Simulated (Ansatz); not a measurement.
`NB(S)S`. The species carries charge 0 and has multiplicity 1.

```csv
atom,x (Å),y (Å),z (Å)
N1,0.435,-0.970,-0.645
B2,-0.204,0.044,0.073
S3,-1.993,-0.114,0.394
S4,0.653,1.518,0.710
H5,1.416,-0.961,-0.860
H6,-0.050,-1.778,-0.993
H7,-2.139,1.037,1.066
H8,1.882,1.223,0.254
```

List the harmonic frequencies (cm⁻¹, unscaled) at PBE0-D4/def2-TZVP in Ansatz. (Estimate.)

Computed: 122, 224, 305, 310, 414, 482, 512, 526, 768, 821, 846, 1111, 1354, 1635, 2705, 2728, 3631, 3730.

Is this a minimum?

Yes, all 18 modes are real.

Give the ideal-gas thermochemistry at 298.15 K and 1 bar (rigid rotor, harmonic oscillator; point group Cs, symmetry number 1).

Zero-point energy 132.9 kJ/mol; H(298) − E = 151.4 kJ/mol; entropy 323.4 J/(mol·K), of which translation 165.4, rotation 110.8, vibration 47.2; G(298) − E = 55.0 kJ/mol.

And at 400, 500, 600, 800 and 1000 K?


```tsv
T (K)	H − E (kJ/mol)	S (J/mol/K)	G − E (kJ/mol)
400	161.7	353.1	20.5
500	173.1	378.4	-16.1
600	185.3	400.6	-55.1
800	211.7	438.5	-139.1
1000	240.1	470.2	-230.1
```
